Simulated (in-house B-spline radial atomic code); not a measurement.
**PBE hybrid excitations of Hg**

Method: PBE hybrid with 1 exact exchange. Computed with a B-spline radial code for spherical atoms: linear response of the closed shell [Xe] 4f14 5d10 6s2 with the functional's adiabatic kernel; scalar-relativistic (spin-free one-electron X2C), finite nucleus, no spin-orbit coupling, no double excitations, S, P, D and F terms only; shells from n = 4 respond. Only terms of natural parity with L up to 3 were computed.

Spin-orbit coupling is strong here, so these LS terms don't match observed levels.

Command:
```bash
python run_td.py task.json out
```
Settings (radii: box in bohr, nucleus in fm):
```
Z                        80
electrons                80
configuration            [Xe] 4f14 5d10 6s2
hamiltonian              x2c
method                   pbeh
box_radius               75
exact_exchange_fraction  1
rms_radius               5.4648
intervals                76
```

Run time, properties included: 9.5 s on 1 thread of Arm Neoverse N1, with other jobs on the host.

The lowest states, in the order of their Tamm-Dancoff energies; the method's threshold (minus the highest occupied level) is 9.696 eV. Labels give the largest channel, * marks a mixed state, and oscillator strengths are full-response dipole values. Measured ¹D terms are left out, since they can mix with doubly excited terms. Semilocal kernels can invert the small singlet-triplet splittings of Rydberg terms. Energies in eV:

```json
{"state": "6s → 6p 3P", "full response": "3.787", "Tamm-Dancoff": "4.215", "oscillator strength": "-", "measured (J-weighted term)": "-"}
{"state": "6s → 6p 1P", "full response": "5.828", "Tamm-Dancoff": "5.978", "oscillator strength": "1.41", "measured (J-weighted term)": "-"}
{"state": "6s → 7s 3S", "full response": "7.014", "Tamm-Dancoff": "7.028", "oscillator strength": "-", "measured (J-weighted term)": "7.731"}
{"state": "6s → 7s 1S", "full response": "7.302", "Tamm-Dancoff": "7.318", "oscillator strength": "-", "measured (J-weighted term)": "7.926"}
{"state": "6s → 7p 3P", "full response": "7.946", "Tamm-Dancoff": "7.967", "oscillator strength": "-", "measured (J-weighted term)": "-"}
{"state": "6s → 7p 1P", "full response": "8.103", "Tamm-Dancoff": "8.122", "oscillator strength": "0.038", "measured (J-weighted term)": "-"}
{"state": "6s → 6d 3D", "full response": "?", "Tamm-Dancoff": "?", "oscillator strength": "-", "measured (J-weighted term)": "-"}
{"state": "6s → 6d 1D", "full response": "8.179", "Tamm-Dancoff": "8.181", "oscillator strength": "-", "measured (J-weighted term)": "-"}
{"state": "6s → 8s 3S", "full response": "?", "Tamm-Dancoff": "?", "oscillator strength": "-", "measured (J-weighted term)": "-"}
{"state": "6s → 8s 1S", "full response": "8.515", "Tamm-Dancoff": "8.520", "oscillator strength": "-", "measured (J-weighted term)": "-"}
{"state": "6s → 8p 3P", "full response": "8.762", "Tamm-Dancoff": "8.770", "oscillator strength": "-", "measured (J-weighted term)": "-"}
{"state": "6s → 8p 1P", "full response": "8.817", "Tamm-Dancoff": "8.823", "oscillator strength": "0.00621", "measured (J-weighted term)": "-"}
{"state": "6s → 7d 3D", "full response": "8.831", "Tamm-Dancoff": "8.832", "oscillator strength": "-", "measured (J-weighted term)": "-"}
{"state": "6s → 5f 3F", "full response": "8.844", "Tamm-Dancoff": "8.844", "oscillator strength": "-", "measured (J-weighted term)": "-"}
{"state": "6s → 5f 1F", "full response": "8.844", "Tamm-Dancoff": "8.844", "oscillator strength": "-", "measured (J-weighted term)": "-"}
{"state": "6s → 7d 1D", "full response": "8.844", "Tamm-Dancoff": "8.845", "oscillator strength": "-", "measured (J-weighted term)": "-"}
{"state": "6s → 9s 3S", "full response": "8.961", "Tamm-Dancoff": "8.962", "oscillator strength": "-", "measured (J-weighted term)": "-"}
```

**Question.** Where does 6s → 6d 3D lie?

**Answer.** At 8.151 eV in full response, 8.153 eV in Tamm-Dancoff.

**Question.** Where does 6s → 8s 3S lie?

**Answer.** At 8.440 eV in full response, 8.443 eV in Tamm-Dancoff.

**Question.** How large is the singlet-triplet splitting of 6s → 6p (P terms) in Tamm-Dancoff?

**Answer.** 1.76 eV, from the unrounded values.

**Question.** What polarisabilities and dispersion coefficient does the method give?

**Answer.** Dipole 42.97 bohr³, quadrupole 283.3 bohr⁵, C6 423.9 hartree·bohr⁶ for two such species. Recommended dipole value: 33.91 ± 0.34 bohr³ (Schwerdtfeger and Nagle, table of static dipole polarizabilities (2023 update)), which includes relativity and correlation.
